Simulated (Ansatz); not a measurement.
# One arrangement of a pair

The pair of HCl (SMILES Cl, atoms 1–2) and Si2H6O7 (SMILES O[Si](O)(O)O[Si](O)(O)O, atoms 3–17), both closed shells, in one local arrangement (a lower one may exist), relaxed at PBE0-D4/def2-TZVP:

```
17
angstrom
Cl 0.6796 -1.6189 -3.6669
H 0.6715 -0.5223 -2.9497
O 0.7180 0.6212 -1.5728
Si 1.1808 -0.2422 -0.2413
O 2.7945 -0.3118 -0.2122
O 0.5643 -1.7508 -0.2607
O 0.5363 0.4619 1.0739
Si -1.0469 0.6379 1.4220
O -1.6362 1.3296 0.0528
O -1.3280 1.6388 2.6629
O -1.7128 -0.8062 1.7654
H -0.1275 1.0737 -1.4379
H 3.2834 0.4892 -0.4055
H 0.6612 -2.2488 -1.0788
H -2.5696 1.5442 0.0231
H -1.3343 1.2544 3.5407
H -1.3345 -1.5500 1.2852
```

Ansatz 0.2.0; basis: def2-TZVPPD, with def2-QZVPPD for the basis limit; cores frozen in the correlated methods. B3LYP uses VWN-RPA correlation. Extrapolation: Hartree–Fock as exp(−7.88 √X), correlation as X^−2.97. Interaction energies count from these two fragments, frozen as in the pair, with the counterpoise correction; negative means bound.

(1) What is the interaction energy by CCSD(T) at an estimated basis limit (MP2 extrapolated from triple and quadruple zeta, plus CCSD(T) − MP2 in triple zeta)? (An estimate is asked for; the value comes from the calculation.)

(2) Which atoms make the shortest contact between the fragments?

The T1 diagnostic stays at or below 0.013.

## Answers

(1) The calculation gives: -7.08 kcal/mol. Hartree–Fock alone gives -2.33 kcal/mol at the basis limit. It counts from the two fragments frozen as in the pair.

The same quantity by other methods in triple zeta, and each one's difference from that estimate:
| method | E_int (kcal/mol) | difference |
| --- | --- | --- |
| PBE-D4 | -8.61 | -1.54 |
| revPBE-D4 | -7.91 | -0.84 |
| BLYP-D4 | -7.94 | -0.86 |
| r2SCAN-D4 | -8.41 | -1.33 |
| B97M-V | -7.77 | -0.70 |
| PBE0-D4 | -8.23 | -1.16 |
| B3LYP-D4 | -7.92 | -0.84 |
| HSE06-D4 | -8.18 | -1.10 |
| wB97X-V | -7.16 | -0.09 |
| wB97M-V | -7.21 | -0.13 |
| B2PLYP | -5.87 | 1.21 |
| HF | -2.28 | 4.79 |
| MP2 | -6.75 | 0.32 |
| CCSD | -5.28 | 1.80 |
| CCSD(T) | -6.06 | 1.01 |
Differences are method less estimate.

(2) H2 and O3, 1.79 Å apart.

Energy to bend the free fragments (PBE0-D4 minima) into their shapes in the pair, CCSD(T)/def2-TZVPPD: HCl 0.43 kcal/mol; Si2H6O7 0.74 kcal/mol. This must be added to the interaction energy to get the binding energy from relaxed fragments.

Basis-set superposition shift (counterpoise-corrected less uncorrected): CCSD(T) 1.22; MP2 1.17; HF 0.13; PBE0-D4 0.16; wB97M-V 0.14 kcal/mol.

For scale, one of the runs: CCSD(T)/def2-TZVPPD, 546 basis functions, launched by `ansatz run in.yaml --threads 11 --pin off --events-out ev --progress --plain --max-ram 110592MiB --backend cuda --devices 0, --max-vram 75GiB`. Time: 40 s of wall clock on 11 CPU threads of an AMD EPYC 7R13 and one NVIDIA H100; the host was shared. Peak host memory: 1.3 GiB.
